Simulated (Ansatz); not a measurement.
Species: AlBr₂, charge 1, multiplicity 1. It need not be the lowest isomer of its formula. 
Structure (B3LYP-D3(BJ)/def2-TZVP (Ansatz, a first-principles code) minimum search):
```
Al
Br 1 2.1564
Br 1 2.1564 2 180.00
```
Charge +1, spin multiplicity 1.

Give the harmonic wavenumbers at B3LYP-D3(BJ)/def2-TZVP (Ansatz, finite differences of forces, unscaled).

112, 112, 252, 660 cm⁻¹. Zero-point energy 1.6 kcal/mol.

From these and the geometry, give the ideal-gas thermochemistry at 298.15 K and 1 atm (rigid rotor, harmonic oscillator).

Point group D∞h, rotational symmetry number 2. Rotational constants 0.6801, 0.6801 GHz. S(trans) 41.58, S(rot) 18.73, S(vib) 8.56, S(elec, spin only) 0.00, S 68.9 cal/(mol K). H(298) - H(0) 3.35 kcal/mol; G - E(el) -15.6 kcal/mol.
